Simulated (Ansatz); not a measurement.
`[BH2][SnH]([Cl])[O]C` + HCl → `C[O][SnH]([Cl])[Cl]` + BH₃  (cleavage of the Sn–B bond)

Computed with Ansatz on PBE0-D4/def2-TZVP structures; ΔE is electronic, products minus reactants. CCSD(T)/CBS adds triple-zeta CCSD(T) − MP2 to the extrapolated MP2 energy (def2 sets, frozen cores). This one scheme is used for every species. DFT in def2-TZVPP. B3LYP here is the variant with VWN-RPA as its local correlation; programs differ in this. Elements past krypton have def2 core potentials. For Sn outer-core shells are correlated without core-valence functions, which leaves a few kJ/mol of doubt a bond. One conformer a species, not always the lowest.

`[BH2][SnH]([Cl])[O]C`:

Cartesian coordinates in Å:
```
B 1.428 2.169 0.675
Sn 0.455 0.550 -0.532
Cl -1.431 1.568 -1.498
O -0.255 -0.795 0.700
C -1.021 -1.869 0.212
H 1.356 2.136 1.862
H 1.973 3.070 0.119
H 1.196 -0.303 -1.814
H -1.214 -2.556 1.041
H -0.501 -2.432 -0.577
H -1.987 -1.536 -0.188
```

HCl:

Z-matrix (Å, degrees):
```
Cl
H 1 1.279
```

`C[O][SnH]([Cl])[Cl]`:

Z-matrix (Å, degrees):
```
C
O 1 1.414
H 1 1.096 2 111.9
H 1 1.096 2 112.0 3 122.4
H 1 1.092 2 107.4 3 -118.8
Sn 2 1.935 1 120.8 3 -61.3
Cl 6 2.312 2 107.7 1 56.9
Cl 6 2.312 2 107.7 1 -57.1
H 6 1.688 2 109.9 1 179.9
```

BH₃:

```xyz
4

B     0.000    0.000    0.000
H    -0.908   -0.431    0.644
H     0.169   -0.377   -1.120
H     0.738    0.808    0.476
```

```csv
level,ΔE (kcal/mol),difference from CCSD(T)/CBS
PBE-D4,-20.1,2.1
r2SCAN-D4,-22.5,-0.3
PBE0-D4,-21.1,1.1
B3LYP-D4,-22.6,-0.4
ωB97X-V,-22.6,-0.4
ωB97M-V,-22.6,-0.4
B2PLYP,-22.7,-0.5
PBE,-19.9,2.3
r2SCAN,-22.4,-0.2
PBE0,-20.8,1.4
B3LYP,-22.1,0.1
HF/def2-TZVPP,-26.0,-3.8
MP2/def2-TZVPP,-22.3,-0.1
SCS-MP2/def2-TZVPP,-22.6,-0.4
CCSD/def2-TZVPP,-20.8,1.4
CCSD(T)/def2-TZVPP,-20.9,1.3
HF/def2-QZVPP,-26.4,-4.2
MP2/def2-QZVPP,-23.2,-1.0
SCS-MP2/def2-QZVPP,-23.5,-1.3
HF/CBS(def2),-26.5,-4.3
MP2/CBS(def2),-23.6,-1.4
CCSD/CBS(def2),-22.2,0.0
CCSD(T)/CBS,-22.2,0
```

Largest T1 diagnostic among the species: 0.013.

From PBE to PBE0 (25 % exact exchange), in def2-TZVPP and without D4, ΔE moves by −1.0 kcal/mol. In def2-TZVPP, CCSD(T) changes the Hartree–Fock value by +5.2 kcal/mol (the triples alone add −0.0 kcal/mol) and MP2 by +3.7 kcal/mol.
